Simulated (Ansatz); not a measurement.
A single point on Cl3HHfSe, SMILES `[Cl][Hf]([Cl])([Cl])[SeH]`.

```yaml
crystal:
  periodic: [false, false, false]
  atoms:
    - {symbol: Cl, position_ang: [1.598802, -1.577931, 1.513317]}
    - {symbol: Hf, position_ang: [0.080672, -0.515962, 0.124026]}
    - {symbol: Cl, position_ang: [-2.111168, -0.884079, 0.798733]}
    - {symbol: Cl, position_ang: [0.304028, -1.204304, -2.083056]}
    - {symbol: Se, position_ang: [0.616412, 1.971793, 0.297489]}
    - {symbol: H, position_ang: [-0.488747, 2.210484, -0.650508]}
basis:
  gaussian: {orbitals: def2-TZVPP}
correlation: {method: mp2}
```

```sh
$ ansatz run in.yaml --threads 4 --pin off --events-out ev --progress --plain --max-ram 10444MiB
```

Output, abridged:

```
Functional definition: HF
1517 factors; integrals over basis functions are off by at most 9.2e-4 eV
mean field evaluation 1: about -104128.2338 eV, gradient 3.0e1 eV
mean field evaluation 2: about -104128.4413 eV, gradient 3.0e1 eV
mean field evaluation 4: about -104131.3933 eV, gradient 2.5e0 eV
mean field evaluation 8: about -104131.4451 eV, gradient 2.5e-1 eV
mean field -104131.44567442 eV, -3826.7600457059 hartree, gradient 2.1e-6 eV, S^2 0.000000; 0 other end points of the search recorded, 0 dependent functions left out
24 core orbitals not correlated: weight in the atoms' cores, before any rotation towards them, 1.000 or more for the frozen orbitals, at most 0.000 for the correlated occupied ones
reference -104131.44567442 eV, -3826.7600457059 hartree; 25, 25 occupied and 195, 195 virtual orbitals, 1517 factors
second order -31.42032387 eV of doubles, -0.00000000 eV of singles
Total energy: -104162.86599829 eV, -3827.9147213107 hartree
```

Hardware: 4 threads of an Arm Neoverse V2 on a shared host. Wall time 3.8 s, peak host memory 0.69 GiB.
